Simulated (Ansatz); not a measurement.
Reaction (ligand exchange at the Sn–O bond): `[OH][SnH]([F])[O][SiH3]` + CH₃OH → `C[O][SnH]([F])[O][SiH3]` + H₂O

Isolated molecules relaxed with PBE0-D4/def2-TZVP in Ansatz; ΔE leaves out vibrations. CCSD(T)/CBS adds triple-zeta CCSD(T) − MP2 to the extrapolated MP2 energy (def2 sets, frozen cores). This one scheme is used for every species. DFT in def2-TZVPP. B3LYP here is the variant with VWN-RPA as its local correlation; programs differ in this. Elements past krypton have def2 core potentials. For Sn outer-core shells are correlated without core-valence functions, which leaves a few kJ/mol of doubt a bond. One conformer a species, not always the lowest.

`[OH][SnH]([F])[O][SiH3]`:

Z-matrix (Å, degrees):
```
Sn
F 1 1.912
O 1 1.933 2 103.8
O 1 1.937 2 105.7 3 115.5
H 1 1.682 2 112.3 3 -120.9
Si 3 1.640 1 134.9 2 59.3
H 4 0.961 1 113.4 2 -42.5
H 6 1.492 3 110.5 1 12.9
H 6 1.485 3 109.1 1 132.5
H 6 1.485 3 110.3 1 -107.4
```

CH₃OH:

Z-matrix (Å, degrees):
```
C
O 1 1.409
H 1 1.097 2 112.4
H 1 1.090 2 107.0 3 -118.5
H 1 1.097 2 112.4 3 123.0
H 2 0.959 1 108.5 3 -61.6
```

`C[O][SnH]([F])[O][SiH3]`:

```xyz
13

C     1.457    1.171   -1.135
O     1.874    0.848    0.178
Sn    0.607    0.204    1.488
F    -0.727    1.565    1.665
O    -0.379   -1.278    0.732
Si   -1.751   -1.479   -0.143
H     0.723    1.984   -1.144
H     1.028    0.307   -1.656
H     2.340    1.499   -1.689
H     1.335   -0.161    2.960
H    -1.827   -0.483   -1.247
H    -1.724   -2.846   -0.723
H    -2.956   -1.332    0.714
```

H₂O:

```xyz
3

O    -0.365    0.110   -0.077
H     0.085   -0.679   -0.387
H     0.281    0.569    0.464
```

(1) Is it downhill or uphill in electronic energy at CCSD(T)/CBS, and by how much? (An estimate is asked.)

(2) What do these levels give: PBE-D4, PBE0-D4, B3LYP-D4, ωB97X-V, ωB97M-V, PBE, PBE0, HF/def2-TZVPP, MP2/def2-TZVPP, CCSD(T)/def2-TZVPP, HF/def2-QZVPP, HF/CBS(def2)? (An estimate is asked.)

Largest T1 diagnostic among the species: 0.014.

## Answers

(1) The calculation gave: Nearly level: ΔE = -2.9 kJ/mol.

(2) Ansatz gave: PBE-D4 1.6, PBE0-D4 2.0, B3LYP-D4 0.0, ωB97X-V 2.3, ωB97M-V 2.5, PBE 6.2, PBE0 6.3, HF/def2-TZVPP 8.1, MP2/def2-TZVPP -1.2, CCSD(T)/def2-TZVPP -0.5, HF/def2-QZVPP 7.6, HF/CBS(def2) 7.5 kJ/mol.

In def2-TZVPP, CCSD(T) changes the Hartree–Fock value by −8.6 kJ/mol (the triples alone add −1.4 kJ/mol) and MP2 by −9.3 kJ/mol. The D4 term adds −7.1 kJ/mol with B3LYP and −4.2 kJ/mol with PBE0; it sums over pairs of atoms, weighted by their polarisabilities, and B3LYP, whose exchange is more repulsive, gets the larger term.
